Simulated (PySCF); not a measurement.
CH6Zr, SMILES [CH3][ZrH3], multiplicity 1. Atoms are numbered in the order given.

```xyz
8

Zr     0.0000     0.0000     0.3674
C      0.0000     0.0000    -1.8182
H     -0.8903     0.5140    -2.2017
H      0.0000    -1.0280    -2.2017
H      0.8903     0.5140    -2.2017
H     -1.5311     0.8840     0.9399
H      0.0000    -1.7679     0.9399
H      1.5311     0.8840     0.9399
```
Charge 0, spin multiplicity 1.

Coordinates come from a B3LYP-D3(BJ)/def2-TZVP optimisation. The spin state was assumed, not searched. The structure was generated by enumeration; whether it is a known compound was not checked. The def2 effective core potentials stand for the cores of Zr; spin–orbit coupling is left out.

Method: B3LYP-D3(BJ)/def2-TZVP (PySCF).

Frequencies are harmonic and unscaled.

Modes within 1.5 cm⁻¹ of each other (mostly degenerate sets) share a row, with their intensities summed.

```
mode   ν (cm⁻¹)  IR (km/mol)  moving atoms (share of kinetic energy)
-----  --------  -----------  --------------------------------------
1           130          0.0                                 H 100 %
2–3         277         18.1                                  H 98 %
4           474          4.2                          H 51 %, C 45 %
5–6         491        111.3                          H 81 %, C 15 %
7           580        304.1                 H 70 %, C 19 %, Zr 11 %
8–9         621        121.2                                  H 99 %
10         1159         11.1                          H 77 %, C 23 %
11–12      1410         17.8                                  H 94 %
13–14      1653       1095.3                                  H 98 %
15         1701        173.9                                 H 100 %
16         2977          0.2                                  H 98 %
17–18      3058         10.7                           H 91 %, C 9 %
```
